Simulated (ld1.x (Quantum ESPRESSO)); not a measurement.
What one change does to a pseudopotential (Mn (Z = 25), PAW)

Mn (Z = 25), PAW, made with ld1.x (Quantum ESPRESSO) 7.5 (LDA (PZ), scalar-relativistic). Core [Ne], reference 3s2 3p6 3d5 4s1.75 4p0.25. Waves: 3s (bound): rcut 1.15, rcutus 1.40 bohr; 4s (bound): rcut 1.15, rcutus 1.40 bohr; 3p (bound): rcut 1.25, rcutus 1.40 bohr; 4p (bound): rcut 1.25, rcutus 1.40 bohr; 3d (bound): rcut 1.90, rcutus 2.30 bohr; 3d channel at 1.05 Ry: rcut 1.90, rcutus 2.30 bohr. Local part: all-electron potential smoothed inside 2.25 bohr (lloc = -1). Core correction: Bessel-smoothed model core inside 1.45 bohr. Augmentation charge: BESSEL, radius 1.25 bohr.

All-electron outer shells of the reference configuration (LDA (PZ), scalar-relativistic, ld1.x):

| shell | level (eV) | outermost node (bohr) | outermost maximum (bohr) |
| --- | --- | --- | --- |
| 2s | -742.62 | 0.08 | 0.23 |
| 2p | -630.19 | – | 0.19 |
| 3s | -85.83 | 0.34 | 0.74 |
| 3p | -54.91 | 0.31 | 0.75 |
| 3d | -7.42 | – | 0.75 |
| 4s | -5.56 | 1.05 | 2.47 |
| 4p | -1.70 | 1.16 | 3.34 |

Change: local potential all-electron potential smoothed inside 1.66 bohr (lloc = -1).

Cutoffs: the cutoffs (Ry, on a coarse ladder) from which the occupation-weighted sum of valence levels, in a spherical-Bessel basis at the reference potential, stays within 10 and 1 mRy of its value at 400 Ry; they do not see the model core or the augmentation charge, which bear on the density cutoff. Errors are all-electron minus pseudo energies relative to the spin-unpolarised reference configuration.

How do hardness, ghosts and transferability respond?

The potential gets neither clearly harder nor softer (45 Ry and 80 Ry → 45 Ry and 80 Ry); the number of tests with a reliable result goes from 9 to 4 (the test run of the changed file stopped, so its transferability is not established); of the 4 tests that both files solve, the error grows in 0 and shrinks in 2 by more than 15 % and 0.3 meV (median size 5.2 → 1.4 meV); the range in which the d phases agree widens (upper end 1.9 → 4.1); neither file shows a bound ghost.

| quantity | base | changed |
| --- | --- | --- |
| cutoff, loose | 45 Ry | 45 Ry |
| cutoff, tight | 80 Ry | 80 Ry |
| loose cutoff by channel (10 mRy a level) | s 35 Ry, p 45 Ry, d 18 Ry | s 35 Ry, p 40 Ry, d 18 Ry |
| bound ghosts | none | none |
| tests with a reliable result | 9 of 9 | 4 of 9 (the test run stopped) |
| error for 3s2 3p6 3d5 4s2 4p0, meV [ΔE -0.96 eV] | 0.0 | +0.1 |
| error for 3s2 3p6 3d5 4s1 4p0, meV [ΔE 7.69 eV] | -1.7 | -0.7 |
| error for 3s2 3p6 3d5 4s0 4p0, meV [ΔE 23.57 eV] | -8.8 | -2.2 |
| error for 3s2 3p6 3d4 4s0 4p0, meV [ΔE 56.38 eV] | -12 | -11 |
| s: phases at 2.49 bohr within 0.05 rad from the reference energy up to (Ry; the scan ends near 5) | n/a | n/a |
| p: phases at 2.49 bohr within 0.05 rad from the reference energy up to (Ry; the scan ends near 5) | to the end of the scan | to the end of the scan |
| d: phases at 2.49 bohr within 0.05 rad from the reference energy up to (Ry; the scan ends near 5) | 1.9 | 4.1 |
| lowest overlap eigenvalue by channel | s 0.16, p 0.19, d 0.90 | s 0.18, p 0.17, d 0.85 |
